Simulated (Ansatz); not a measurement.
Geometry optimisation, UKS BLYP-D4/def2-SVP (Ansatz).

The input (input.yaml):

```yaml
crystal:
  periodic: [false, false, false]
  atoms:
    - { symbol: H, position_ang: [-0.402662, -0.410765, -0.669707] }
    - { symbol: Sn, position_ang: [2.383403, 0.51182, -0.055331] }
    - { symbol: O, position_ang: [-1.218785, -0.943041, -0.740784] }
    - { symbol: C, position_ang: [-2.174667, -0.379576, 0.142422] }
    - { symbol: H, position_ang: [2.482753, 2.123177, 0.618805] }
    - { symbol: H, position_ang: [3.039623, -0.639878, 1.083141] }
    - { symbol: H, position_ang: [3.297041, 0.448337, -1.544521] }
    - { symbol: H, position_ang: [-2.437604, 0.678726, -0.102581] }
    - { symbol: H, position_ang: [-1.865434, -0.409501, 1.216668] }
    - { symbol: H, position_ang: [-3.103668, -0.9794, 0.051889] }
magnetization:
  spin_polarized: true
  initial_magnetization: 1
basis:
  gaussian: { orbitals: def2-SVP }
hamiltonian:
  xc: blyp
  dispersion: d4
relax:
  f_tol: 0.03
  max_steps: 50
```

Run as:

```bash
$ ansatz run input.yaml --threads 2 --pin off --max-ram 3072MiB --backend cpu --events-out ev --progress --plain --runs-dir out
```

Q: Where does it end, and by what steps?

A: The forces met the threshold. The force dipped under the threshold on the way, but the program's further checks kept it going. After 28 steps the energy has fallen by 0.211 eV; H10 moved furthest, 1.96 Å.

| step | energy less start (eV) | largest force component (eV/Å) | accepted |
| --- | --- | --- | --- |
| 0 | 0.0000 | 0.160 | yes |
| 1 | -0.0176 | 0.106 | yes |
| 2 | -0.0287 | 0.544 | yes |
| 3 | -0.0355 | 0.745 | yes |
| 4 | -0.0549 | 0.381 | yes |
| 5 | -0.0730 | 0.225 | yes |
| 6 | -0.0925 | 0.161 | yes |
| 7 | -0.0988 | 0.466 | yes |
| 8 | -0.0881 | 0.690 | no |
| 9 | -0.1228 | 0.138 | yes |
| 10 | -0.1318 | 0.129 | yes |
| 11 | -0.1444 | 0.329 | yes |
| 12 | -0.1445 | 0.811 | yes |
| 13 | -0.1674 | 0.264 | yes |
| 14 | -0.1832 | 0.160 | yes |
| 15 | -0.1730 | 0.372 | no |
| 16 | -0.1930 | 0.031 | yes |
| 17 | -0.1986 | 0.156 | yes |
| 18 | -0.1998 | 0.269 | yes |
| 19 | -0.2031 | 0.191 | yes |
| 20 | -0.2085 | 0.041 | yes |
| 21 | -0.2100 | 0.023 | yes |
| 22 | -0.2097 | 0.174 | no |
| 23 | -0.2108 | 0.037 | yes |
| 24 | -0.2106 | 0.110 | no |
| 25 | -0.2112 | 0.033 | yes |
| 26 | -0.2106 | 0.056 | no |
| 27 | -0.2114 | 0.022 | yes |
| 28 | -0.2114 | 0.019 | yes |

```xyz
10
Properties=species:S:1:pos:R:3
H -1.000 0.662 -1.372
Sn 1.899 0.627 0.123
O -0.701 -0.120 -0.866
C -1.679 -0.405 0.144
H 3.248 1.527 0.847
H 1.543 -0.698 1.216
H 2.482 -0.086 -1.368
H -2.654 -0.708 -0.299
H -1.849 0.452 0.835
H -1.287 -1.252 0.739
```

Run time: 67 s on 2 threads of Arm Neoverse V1, on a shared host, peak memory 0.15 GiB.
